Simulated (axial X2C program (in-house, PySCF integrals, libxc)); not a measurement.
# HGeF: properties at the nuclei

Computed with an in-house all-electron X2C program for linear molecules (integrals from PySCF): two-component X2C with atomic mean-field Coulomb and Gaunt terms, Gaussian nuclei, basis H dyall-v3z, Ge dyall-v3z, F dyall-av3z with contracted cores.

H–Ge–F held linear, with bonds 1.820 and 1.788 Å (near the PBE0 minimum at charge 0 of the determinant lowest at the starting distance; the state shown can have its own minimum elsewhere, held linear; other orders of the atoms were not compared).

Input and command:
```json
{"zs": [1, 32, 9], "q": 0, "bas": ["dyall-v3z", "dyall-v3z", "dyall-av3z"], "r0": [1.53, 1.85], "symm": 0, "scan": ["PBE0", "HF", "LDA"], "levels": ["PBE0", "HF", "B3LYP"], "nst": 2}
```
```bash
python solin.py task.json out
```

Keys: zs atomic numbers; q charge; bas basis sets; r0 starting distance in Å; symm equal bonds; scan levels of the two-bond scan; levels methods; nst determinants followed.

Determinant lowest in the PBE0 search, Ω = 2 (⟨Sz⟩ = 1.00, ⟨Lz⟩ = 1.00 at PBE0), spin on the atoms H 0.33, Ge 0.65, F 0.02:

| level | Eeff magnitude (GV/cm) | Ws magnitude Ge (kHz) | A∥/gI H (MHz) | qzz H (a.u.) | A∥/gI Ge (MHz) | qzz Ge (a.u.) | A∥/gI F (MHz) | qzz F (a.u.) | μ (D) |
| --- | --- | --- | --- | --- | --- | --- | --- | --- | --- |
| PBE0 | 1.29 | 0.288 | 46.3 | 0.04 | 815 | -1.26 | 81.7 | 1.15 | -1.80 |
| HF | 1.87 | 0.41 | 51 | 0.04 | 837 | -1.25 | 86.6 | 1.15 | -2.17 |
| B3LYP | 1.17 | 0.262 | 49 | 0.04 | 844 | -1.18 | 80.5 | 1.14 | -1.81 |

Determinant 0.09 eV from it at PBE0 and this distance, Ω = 0 (closed shell), highest spinor 38% H s, 18% Ge d, 15% Ge p:

```tsv
level	qzz H (a.u.)	qzz Ge (a.u.)	qzz F (a.u.)	μ (D)
PBE0	0.04	-4.64	-0.29	-0.08
HF	0.05	-4.19	-0.14	-0.21
B3LYP	0.04	-4.64	-0.32	-0.04
```

Eeff is the effective electric field on the electron electric dipole moment in this Ω state and Ws the scalar–pseudoscalar constant of the nucleus named (defined with the proton number Z and per Ω); A∥ (defined per Ω) follows by multiplying with gI = μI/(I μN); qzz is the electric field gradient, eQq0 = 234.96 MHz × Q/barn × qzz; μ is positive if the F end (last atom) is positive. The operators were transformed with the bare-nucleus X2C matrices; with these basis sets, hyperfine constants and field gradients can be off by tens of per cent, and where levels differ in sign neither size nor sign is settled.

**Question.** With gI(1H) = 5.5857, gI(73Ge) = -0.1954, Q(73Ge) = -0.196 barn, gI(19F) = 5.2577 (g factors from the IAEA table of nuclear moments by Stone; Q from Pyykkö, Mol. Phys. 2018), turn the PBE0 values of the first state into constants in MHz.

**Answer.** A∥(1H) = 46.3 × 5.5857 = 259 MHz; A∥(73Ge) = 815 × -0.1954 = -159 MHz; eQq0(73Ge) = 234.96 × (-0.196) × (-1.26) = 58 MHz; A∥(19F) = 81.7 × 5.2577 = 430 MHz.

The molecule was held linear; bending was not examined, so a bent shape may lie lower.

Each state is one determinant with collinear spin, which with several unpaired electrons need not be a pure state. Unrestricted Hartree–Fock can overshoot spin polarisation at the nuclei. With several open shells hyperfine constants can be off by a factor of several. Open-shell Ω = 0 determinants with evenly filled partner blocks cannot be reached by this program, so the Ω shown need not be the lowest component. At B3LYP a later determinant lies lower. States lie within half an eV, so the first need not be the ground state. PBE0 term energies can be off by some tenths of an eV.
